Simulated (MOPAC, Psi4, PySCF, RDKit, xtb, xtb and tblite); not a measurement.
Two geometries of SMILES C(/Br)=C/B, relaxed at GFN2-xTB with one dihedral held; other torsions can differ between them too.

Structure A

```
8

B     -1.2982     0.0535     0.0570
C      0.1123    -0.5704     0.0827
C      0.7224    -1.1294     1.1246
Br    -0.0617    -1.2728     2.8396
H     -1.4498     1.0839    -0.4731
H     -2.1963    -0.4795     0.5801
H      0.7166    -0.5130    -0.8183
H      1.7310    -1.5161     1.1151
```

Structure B

```
8

B     -1.3026     0.0649     0.0442
C      0.1114    -0.5520     0.0763
C      0.4694    -1.7322     0.5879
Br    -0.6992    -2.9568     1.4140
H     -1.4521     1.1157    -0.4437
H     -2.2136    -0.5059     0.4995
H      0.9385     0.0036    -0.3556
H      1.4832    -2.1098     0.5790
```

Which is lower in energy at the level DF-MP2 (frozen core)/cc-pVTZ // GFN2-xTB (Psi4), and by how much?

B is lower, by 2.03 kcal/mol (dihedral H5–B1–C2–C3: 135° in A, 180° in B).

E(B) − E(A) in kcal/mol at the other levels, on the same two geometries: GFN2-xTB (xtb and tblite) -0.27; PBE0/def2-TZVP // GFN2-xTB (Psi4) -1.76; PBE0-D3(BJ)/def2-TZVP // GFN2-xTB (Psi4) -1.76; PBE/def2-TZVP // GFN2-xTB (Psi4) -1.88; PBE-D3(BJ)/def2-TZVP // GFN2-xTB (Psi4) -1.88; HF/cc-pVTZ // GFN2-xTB (Psi4) -1.53; UFF // GFN2-xTB (RDKit) -3.97; PM3, restricted, heats of formation // GFN2-xTB (MOPAC) 1.21; AM1, restricted, heats of formation // GFN2-xTB (MOPAC) 0.82; GFN1-xTB // GFN2-xTB (xtb) -1.10; restricted B3LYP/6-31G*, spherical d // GFN2-xTB (PySCF) -1.96; restricted Hartree-Fock/6-31G*, spherical d // GFN2-xTB (PySCF) -1.52; restricted LDA (SVWN5)/6-31G*, spherical d // GFN2-xTB (PySCF) -2.14; restricted Hartree-Fock/3-21G // GFN2-xTB (PySCF) -1.56.
